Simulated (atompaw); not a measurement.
## PBE PAW (atompaw) dataset for Ru (Z = 44), scalar-relativistic all-electron reference.

Ru (Z = 44), PAW, made with atompaw 4.2.0.5 (PBE, scalar-relativistic). Core [Kr], reference 4d7 5s1 5p0. Waves: 5s (bound); 5s channel at 1.5 Ry; 5p (bound, empty); 5p channel at 3.35 Ry; 4d (bound); 4d channel at 4.4 Ry. Local part: troulliermartins scheme with l = 3 at -0.5 Ry, radius 2.26 bohr. Core correction: smooth core density matched at 1.28 bohr. Augmentation charge: sinc compensation charge, radius 1.92 bohr; PAW radius 2.48 bohr; waves and projectors: bloechl.

Calculated quality:

```
Cutoffs needed                                           : 35 Ry and 40 Ry (the cutoffs (Ry, on a coarse ladder) from which the occupation-weighted sum of valence levels, in a spherical-Bessel basis at the reference potential, stays within 10 and 1 mRy of its value at 400 Ry)
Ghost test                                               : ghost states, extra bound levels that the all-electron valence spectrum of the same l lacks: s at -32.4 eV, p at -25.4 eV; a true bound ghost makes a file unfit for plane-wave use (spherical-Bessel basis up to 400 Ry, 20 bohr box)
Lowest eigenvalue of the overlap operator                : 0.02 (s channel)
Overlap eigenvalues printed by atompaw (projector basis) : 0.0279, 0.0616, 0.615, 2.8, 3.56, 87.8
Share of each valence orbital outside the PAW sphere     : 5s 75 %, 5p 94 %, 4d 15 %
```

Generation and tests took about 4.9 s on one core of a shared server CPU.
